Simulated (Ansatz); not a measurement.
Compare A (`C1O[SiH2][Se]1`) with its isomer B (`[SeH]C1O[SiH2]1`).

Isolated molecules relaxed with PBE0-D4/def2-TZVP in Ansatz; ΔE leaves out vibrations. CBS: MP2 limit from def2 TZ/QZ plus the TZ coupled-cluster correction, frozen cores. DFT in def2-TZVPP. For Se outer-core shells are correlated without core-valence functions, which leaves a few kJ/mol of doubt a bond. Scalar relativity is left out up to krypton. One conformer a species, not always the lowest.

Question: Which is lower in electronic energy at CCSD(T)/CBS, and by how much? (Estimate.)

Answer: Computed: A, by 172.6 kJ/mol.

Question: Give E(B) − E(A) in kJ/mol with r2SCAN-D4, CCSD(T)/def2-TZVPP, PBE0-D4, HF/def2-TZVPP, PBE-D4, ωB97M-V, CCSD/def2-TZVPP. (Estimate.)

Answer: Ansatz gave: r2SCAN-D4 164.0, CCSD(T)/def2-TZVPP 169.9, PBE0-D4 171.6, HF/def2-TZVPP 193.8, PBE-D4 156.3, ωB97M-V 169.8, CCSD/def2-TZVPP 173.6. None reverses the order clearly.

Largest T1 diagnostic: 0.013.

In def2-TZVPP, CCSD(T) changes the Hartree–Fock value by −23.9 kJ/mol (the triples alone add −3.6 kJ/mol) and MP2 by −20.6 kJ/mol. From PBE to PBE0 (25 % exact exchange), in def2-TZVPP and without D4, E(B) − E(A) moves by +15.5 kJ/mol.
